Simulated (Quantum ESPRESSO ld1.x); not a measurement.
In+, configuration [Kr] 4d10 5s2.

Method: scalar-relativistic Kohn-Sham, relativistic LDA (MacDonald-Vosko exchange, VWN5 correlation), spin-unpolarised, spherical densities, point nucleus; computed with ld1.x of Quantum ESPRESSO 7.5.

Energy parts (hartree):
part                       energy
total                  -5868.4047
kinetic                 6100.0902
electron-nucleus      -14174.9963
Hartree                 2352.6569
exchange-correlation    -146.1555

Orbitals (lengths in bohr, moments of r in powers of bohr; r(max) is where P^2 peaks):
| orbital | occ. | eigenvalue (hartree) | r(max) | <r> | <1/r> |
|---|---|---|---|---|---|
| 1s | 2 | -1014.4375 | 0.01930 | 0.02982 | 51.66 |
| 2s | 2 | -152.3317 | 0.1090 | 0.1289 | 11.78 |
| 2p | 6 | -136.9887 | 0.08707 | 0.1124 | 11.36 |
| 3s | 2 | -29.1235 | 0.3165 | 0.3498 | 4.168 |
| 3p | 6 | -24.0765 | 0.3094 | 0.3480 | 3.974 |
| 3d | 10 | -16.1846 | 0.2581 | 0.3248 | 3.750 |
| 4s | 2 | -4.6543 | 0.7701 | 0.8489 | 1.636 |
| 4p | 6 | -3.1418 | 0.8158 | 0.9224 | 1.479 |
| 4d | 10 | -0.9664 | 0.9311 | 1.180 | 1.140 |
| 5s | 2 | -0.5613 | 2.107 | 2.468 | 0.5197 |
| 5p | 0 | -0.3194 | 2.617 | 3.133 | 0.4036 |
| 5d | 0 | -0.0932 | 4.817 | 5.995 | 0.2094 |
| 6s | 0 | -0.1317 | 5.757 | 6.419 | 0.2005 |

The highest occupied level is 5s at -15.274 eV. For comparison, the ionisation energy in NIST's Atomic Spectra Database is 18.870 eV (measured). In exact Kohn-Sham theory the highest level is minus the ionisation energy, but local and semilocal functionals leave it too shallow, through self-interaction and a potential that decays too fast; potentials with the right tail come closer. The density falls to 0.001 e/bohr^3 at r = 3.98 bohr. Summed over all electrons, <r^2> = 40.54 bohr^2, which gives a Langevin (diamagnetic) susceptibility term of -32.1 x 10^-6 cm^3/mol.
